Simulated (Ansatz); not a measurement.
Ansatz (a program for electronic structure) job for C2H7OSi, SMILES C[SiH]([O])C, multiplicity 2, B3LYP-D3(BJ)/def2-SVP. 

Ansatz 0.2 input:
```yaml
crystal:
  periodic: [false, false, false]
  atoms:
    - {symbol: C, position_ang: [0.93326865, -0.17408313, -1.40535010]}
    - {symbol: Si, position_ang: [-0.33189069, 0.37631030, -0.00000002]}
    - {symbol: C, position_ang: [0.93326847, -0.17408314, 1.40535021]}
    - {symbol: O, position_ang: [-1.62552968, -0.42816360, -0.00000010]}
    - {symbol: H, position_ang: [1.86778090, 0.36058885, -1.31910967]}
    - {symbol: H, position_ang: [1.08916070, -1.24140854, -1.35202866]}
    - {symbol: H, position_ang: [0.42729901, 0.08313634, -2.32483014]}
    - {symbol: H, position_ang: [-0.31699627, 1.84132891, -0.00000002]}
    - {symbol: H, position_ang: [1.08916054, -1.24140854, 1.35202878]}
    - {symbol: H, position_ang: [0.42729873, 0.08313634, 2.32483018]}
    - {symbol: H, position_ang: [1.86778074, 0.36058885, 1.31910990]}
basis:
  gaussian:
    orbitals: def2-SVP
hamiltonian:
  xc: b3lyp
  dispersion: d3bj
magnetization: {spin_polarized: true, initial_magnetization: 1}
relax: {f_tol: 0.002, max_steps: 200}
```

Output:

```
WARN ansatz: RAYON_NUM_THREADS=1 ignored (pool sized by the plan → 1); use --threads N
Functional definition: B3LYP
integrals: 0.05 GiB planned
1019 factors; integrals over basis functions are off by at most 5.5e-4 eV
mean field: 0.53 GiB planned
mean field evaluation 1: about -12091.8863 eV, gradient 5.5e1 eV
mean field evaluation 2: about -12059.3357 eV, gradient 9.9e1 eV
mean field evaluation 4: about -12105.1082 eV, gradient 1.7e1 eV
mean field evaluation 8: about -12106.3866 eV, gradient 2.2e-1 eV
mean field evaluation 16: about -12106.3870 eV, gradient 1.2e-4 eV
mean field evaluation 32: about -12105.8776 eV, gradient 1.2e0 eV
mean field -12106.38701432 eV, -444.9015167725 hartree, gradient 1.4e-5 eV, S^2 0.760650; 3 other end points of the search recorded, 0 dependent functions left out
the calculation of the forces begins
reference -12106.38724919 eV, -444.9015254037 hartree; 21, 20 occupied and 74, 75 virtual orbitals, 1019 factors
relax step   1: F+E_penalty+E_count = -12106.75846508 eV  Δ(F+E_penalty+E_count) = +0.000e0 eV  max|allowed force component| = 5.349e0 eV/Å  Δτ_max = 0.0000 Å  (112 SCF iters, accepted)
these checks for a lower state are left out or cut short: starts, cluster_reference, orbital_swaps, neighbouring_geometries, increment
integrals: 0.05 GiB planned
1019 factors; integrals over basis functions are off by at most 6.3e-4 eV
mean field: 0.53 GiB planned
mean field -12106.81496944 eV, -444.9172438330 hartree, gradient 8.1e-6 eV, S^2 0.756938; 0 other end points of the search recorded, 0 dependent functions left out
the calculation of the forces begins
reference -12106.81520670 eV, -444.9172525522 hartree; 21, 20 occupied and 74, 75 virtual orbitals, 1019 factors
relax step   2: F+E_penalty+E_count = -12107.17557186 eV  Δ(F+E_penalty+E_count) = -4.171e-1 eV  max|allowed force component| = 4.216e0 eV/Å  Δτ_max = 0.1737 Å  (51 SCF iters, accepted)
these checks for a lower state are left out or cut short: starts, cluster_reference, orbital_swaps, neighbouring_geometries, increment
integrals: 0.05 GiB planned
1019 factors; integrals over basis functions are off by at most 6.5e-4 eV
mean field: 0.53 GiB planned
mean field evaluation 64: about -12107.0126 eV, gradient 8.1e-1 eV
mean field -12107.04076630 eV, -444.9255417145 hartree, gradient 4.0e-6 eV, S^2 0.753162; 0 other end points of the search recorded, 0 dependent functions left out
the calculation of the forces begins
reference -12107.04100011 eV, -444.9255503069 hartree; 21, 20 occupied and 74, 75 virtual orbitals, 1019 factors
relax step   3: F+E_penalty+E_count = -12107.40089953 eV  Δ(F+E_penalty+E_count) = -2.253e-1 eV  max|allowed force component| = 1.543e0 eV/Å  Δτ_max = 0.1958 Å  (59 SCF iters, accepted)
these checks for a lower state are left out or cut short: starts, cluster_reference, orbital_swaps, neighbouring_geometries, increment
integrals: 0.05 GiB planned
1019 factors; integrals over basis functions are off by at most 6.5e-4 eV
mean field: 0.53 GiB planned
mean field -12107.03375775 eV, -444.9252841549 hartree, gradient 3.6e-6 eV, S^2 0.753270; 0 other end points of the search recorded, 0 dependent functions left out
the calculation of the forces begins
reference -12107.03399142 eV, -444.9252927424 hartree; 21, 20 occupied and 74, 75 virtual orbitals, 1019 factors
relax step   4: F+E_penalty+E_count = -12107.39388653 eV  Δ(F+E_penalty+E_count) = +7.013e-3 eV  max|allowed force component| = 1.236e0 eV/Å  Δτ_max = 0.2000 Å  (49 SCF iters, rejected (line search))
these checks for a lower state are left out or cut short: starts, cluster_reference, orbital_swaps, neighbouring_geometries, increment
integrals: 0.05 GiB planned
1019 factors; integrals over basis functions are off by at most 6.7e-4 eV
mean field: 0.53 GiB planned
mean field evaluation 96: about -12107.1468 eV, gradient 1.5e-5 eV
mean field -12107.14676279 eV, -444.9294370137 hartree, gradient 4.0e-6 eV, S^2 0.753592; 0 other end points of the search recorded, 0 dependent functions left out
the calculation of the forces begins
reference -12107.14699786 eV, -444.9294456524 hartree; 21, 20 occupied and 74, 75 virtual orbitals, 1019 factors
relax step   5: F+E_penalty+E_count = -12107.50605330 eV  Δ(F+E_penalty+E_count) = -1.052e-1 eV  max|allowed force component| = 3.227e-1 eV/Å  Δτ_max = 0.0941 Å  (49 SCF iters, accepted)
these checks for a lower state are left out or cut short: starts, cluster_reference, orbital_swaps, neighbouring_geometries, increment
integrals: 0.05 GiB planned
1019 factors; integrals over basis functions are off by at most 6.7e-4 eV
mean field: 0.53 GiB planned
mean field -12107.14959289 eV, -444.9295410180 hartree, gradient 3.4e-6 eV, S^2 0.753477; 0 other end points of the search recorded, 0 dependent functions left out
the calculation of the forces begins
reference -12107.14982868 eV, -444.9295496832 hartree; 21, 20 occupied and 74, 75 virtual orbitals, 1019 factors
relax step   6: F+E_penalty+E_count = -12107.50824899 eV  Δ(F+E_penalty+E_count) = -2.196e-3 eV  max|allowed force component| = 1.007e-1 eV/Å  Δτ_max = 0.0274 Å  (49 SCF iters, accepted)
these checks for a lower state are left out or cut short: starts, cluster_reference, orbital_swaps, neighbouring_geometries, increment
integrals: 0.05 GiB planned
1019 factors; integrals over basis functions are off by at most 6.7e-4 eV
mean field: 0.53 GiB planned
mean field -12107.15031946 eV, -444.9295677189 hartree, gradient 4.1e-6 eV, S^2 0.753433; 0 other end points of the search recorded, 0 dependent functions left out
the calculation of the forces begins
reference -12107.15055549 eV, -444.9295763928 hartree; 21, 20 occupied and 74, 75 virtual orbitals, 1019 factors
relax step   7: F+E_penalty+E_count = -12107.50914823 eV  Δ(F+E_penalty+E_count) = -8.992e-4 eV  max|allowed force component| = 2.325e-2 eV/Å  Δτ_max = 0.0134 Å  (49 SCF iters, accepted)
these checks for a lower state are left out or cut short: starts, cluster_reference, orbital_swaps, neighbouring_geometries, increment
integrals: 0.05 GiB planned
1019 factors; integrals over basis functions are off by at most 6.7e-4 eV
mean field: 0.53 GiB planned
mean field evaluation 128: about -12107.1504 eV, gradient 1.2e-5 eV
mean field -12107.15035641 eV, -444.9295690769 hartree, gradient 8.7e-6 eV, S^2 0.753434; 0 other end points of the search recorded, 0 dependent functions left out
the calculation of the forces begins
reference -12107.15059268 eV, -444.9295777594 hartree; 21, 20 occupied and 74, 75 virtual orbitals, 1019 factors
relax step   8: F+E_penalty+E_count = -12107.50930266 eV  Δ(F+E_penalty+E_count) = -1.544e-4 eV  max|allowed force component| = 5.630e-3 eV/Å  Δτ_max = 0.0090 Å  (44 SCF iters, accepted)
these checks for a lower state are left out or cut short: starts, cluster_reference, orbital_swaps, neighbouring_geometries, increment
integrals: 0.05 GiB planned
1019 factors; integrals over basis functions are off by at most 6.8e-4 eV
mean field: 0.53 GiB planned
mean field -12107.15034544 eV, -444.9295686736 hartree, gradient 3.7e-6 eV, S^2 0.753436; 0 other end points of the search recorded, 0 dependent functions left out
the calculation of the forces begins
reference -12107.15058184 eV, -444.9295773612 hartree; 21, 20 occupied and 74, 75 virtual orbitals, 1019 factors
relax step   9: F+E_penalty+E_count = -12107.50934129 eV  Δ(F+E_penalty+E_count) = -3.863e-5 eV  max|allowed force component| = 8.227e-4 eV/Å  Δτ_max = 0.0058 Å  (45 SCF iters, accepted)
these checks for a lower state are left out or cut short: starts, cluster_reference, orbital_swaps, neighbouring_geometries, increment
integrals: 0.05 GiB planned
1019 factors; integrals over basis functions are off by at most 6.8e-4 eV
mean field: 0.53 GiB planned
mean field -12107.15031448 eV, -444.9295675358 hartree, gradient 9.5e-6 eV, S^2 0.753437; 0 other end points of the search recorded, 0 dependent functions left out
the calculation of the forces begins
reference -12107.15055098 eV, -444.9295762271 hartree; 21, 20 occupied and 74, 75 virtual orbitals, 1019 factors
relax step  10: F+E_penalty+E_count = -12107.50934724 eV  Δ(F+E_penalty+E_count) = -5.950e-6 eV  max|allowed force component| = 1.130e-3 eV/Å  Δτ_max = 0.0038 Å  (40 SCF iters, accepted)
integrals: 0.05 GiB planned
1019 factors; integrals over basis functions are off by at most 6.8e-4 eV
mean field: 0.53 GiB planned
mean field evaluation 160: about -12107.0383 eV, gradient 2.7e-2 eV
mean field -12107.15031448 eV, -444.9295675358 hartree, gradient 9.5e-6 eV, S^2 0.753437; 3 other end points of the search recorded, 0 dependent functions left out
the calculation of the forces begins
reference -12107.15055098 eV, -444.9295762271 hartree; 21, 20 occupied and 74, 75 virtual orbitals, 1019 factors
Total energy: -12107.50958374 eV, -444.9427704376 hartree
Atom 0 at     0.873809    -0.158561    -1.558524 Å, force     0.000939     0.000454     0.000177 eV/Å
Atom 1 at    -0.046304     0.362844    -0.000000 Å, force    -0.000630     0.000049     0.000000 eV/Å
Atom 2 at     0.873809    -0.158561     1.558524 Å, force     0.000939     0.000454    -0.000177 eV/Å
Atom 3 at    -1.502883    -0.487824     0.000000 Å, force    -0.001130    -0.001048    -0.000000 eV/Å
Atom 4 at     1.837272     0.376332    -1.606341 Å, force    -0.000095    -0.000311    -0.000712 eV/Å
Atom 5 at     1.067724    -1.241977    -1.548956 Å, force    -0.000262     0.000322     0.000151 eV/Å
Atom 6 at     0.300362     0.088273    -2.465097 Å, force    -0.000039    -0.000046    -0.000040 eV/Å
Atom 7 at    -0.248547     1.842789    -0.000000 Å, force     0.000676     0.000161     0.000000 eV/Å
Atom 8 at     1.067724    -1.241977     1.548957 Å, force    -0.000262     0.000322    -0.000151 eV/Å
Atom 9 at     0.300362     0.088274     2.465097 Å, force    -0.000039    -0.000046     0.000040 eV/Å
Atom 10 at     1.837272     0.376331     1.606341 Å, force    -0.000095    -0.000311     0.000712 eV/Å
Dipole moment:     0.458813     0.069329     0.000000 e Å
```

Self-consistency was reached.

Cost: roughly 60 core-seconds.
